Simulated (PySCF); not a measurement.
SMILES C1[SiH]CC1 (C3H7Si), doublet (PBE0/def2-SVP optimised geometry):

```
11

C      0.589     0.535     0.490
C     -0.827     0.939     0.000
Si    -1.201    -0.933     0.000
C      0.707    -0.933     0.000
H      0.623     0.563     1.591
H      1.396     1.195     0.124
H     -0.797     1.352    -1.020
H     -1.396     1.626     0.642
H     -1.762    -1.393     1.322
H      1.269    -1.626     0.642
H      1.118    -0.985    -1.020
```

Calculation: unrestricted PBE0/def2-TZVP in PySCF.

Q: What are the frontier orbital energies (α orbitals alone; a β orbital can be the lowest empty one) and the dipole moment?

A: HOMO-2 -8.33 eV, HOMO-1 -8.30 eV, HOMO -5.67 eV, LUMO 0.31 eV, LUMO+1 1.01 eV; dipole moment 0.83 D.

Meta-Löwdin charges at PBE0/def2-TZVP: C1 -0.19, C2 -0.44, Si3 0.45, C4 -0.44, H5 0.11, H6 0.11, H7 0.12, H8 0.12, H9 -0.09, H10 0.12, H11 0.12.
